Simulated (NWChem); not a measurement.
Species: C2H4FNSi; SMILES F[C@@H]1N=C[SiH2]1

```xyz
9

F      0.3741    -1.8642    -0.2444
C      0.0114    -0.7503     0.4430
N     -1.2984    -0.2403     0.0246
C     -1.0870     1.0132    -0.1796
Si     0.7912     0.9582    -0.0202
H     -0.0322    -1.0036     1.5177
H     -1.9146     1.6944    -0.4220
H      1.5372     1.8061     0.9619
H      1.5090     0.9697    -1.3276
```
Atoms are numbered in this order, from 1.

Results from NWChem. Medium grid unless said otherwise, to which SCAN and Minnesota functionals are sensitive. Coordinates come from a PBE0/def2-SVP optimisation. Total energies of different functionals are on different scales.

```json
[
 {"level": "PBE/def2-SVP", "energy (Ha)": "-521.9577", "highest occupied level (eV)": "-5.70", "orbital gap (eV)": "3.52", "dipole (D)": "2.39"},
 {"level": "B3LYP/def2-SVP", "energy (Ha)": "-522.3825", "highest occupied level (eV)": "-6.88", "orbital gap (eV)": "5.60", "dipole (D)": "2.72"},
 {"level": "TPSSh/def2-SVP", "energy (Ha)": "-522.3931", "highest occupied level (eV)": "-6.39", "orbital gap (eV)": "4.78", "dipole (D)": "2.68"},
 {"level": "Hartree-Fock/def2-SVP", "energy (Ha)": "-520.5358", "highest occupied level (eV)": "-10.65", "orbital gap (eV)": "13.66", "dipole (D)": "3.55"},
 {"level": "BLYP/def2-SVP", "energy (Ha)": "-522.2992", "highest occupied level (eV)": "-5.54", "orbital gap (eV)": "3.57", "dipole (D)": "2.39"},
 {"level": "M06-2X/def2-SVP", "energy (Ha)": "-522.2506", "highest occupied level (eV)": "-8.45", "orbital gap (eV)": "8.44", "dipole (D)": "2.97"}
]
```
